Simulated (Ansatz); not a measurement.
One change: `B[Si](O)(F)Cl` becomes `B[Si](O)(F)OC`.

Ansatz, PBE0-D4/def2-TZVP geometries, multiplicity 1. Each molecule was computed in one conformer, which needn't be the lowest.

```tsv
property	`B[Si](O)(F)Cl`
HOMO energy (B3LYP/def2-TZVPP) / eV	-8.63
LUMO energy (PBE0/def2-TZVPP) / eV	-2.84
size of the dipole moment (B3LYP/def2-TZVPP) / D	1.02
LUMO energy (ωB97M-V/def2-TZVPP) / eV	-0.83
HOMO energy (PBE/def2-TZVPP) / eV	-7.53
HOMO–LUMO gap (PBE/def2-TZVPP) / eV	3.69
```

What does the change do to each property? (An estimate is asked.)

Ansatz gave: 
```tsv
property	`B[Si](O)(F)OC`	shift
HOMO energy (B3LYP/def2-TZVPP) / eV	-8.05	0.58
LUMO energy (PBE0/def2-TZVPP) / eV	-2.55	0.29
size of the dipole moment (B3LYP/def2-TZVPP) / D	1.67	0.65
LUMO energy (ωB97M-V/def2-TZVPP) / eV	-0.56	0.27
HOMO energy (PBE/def2-TZVPP) / eV	-6.81	0.72
HOMO–LUMO gap (PBE/def2-TZVPP) / eV	3.23	-0.46
```

With PBE0 the HOMO rises by 0.58 eV and the LUMO rises by 0.29 eV, so the gap narrows by about 0.29 eV. PBE moves the HOMO by 0.72 eV and ωB97M-V by 0.46 eV. Dipoles are sizes alone; their direction can turn.

B3LYP here is the variant with VWN-RPA as its local correlation; programs differ in this.
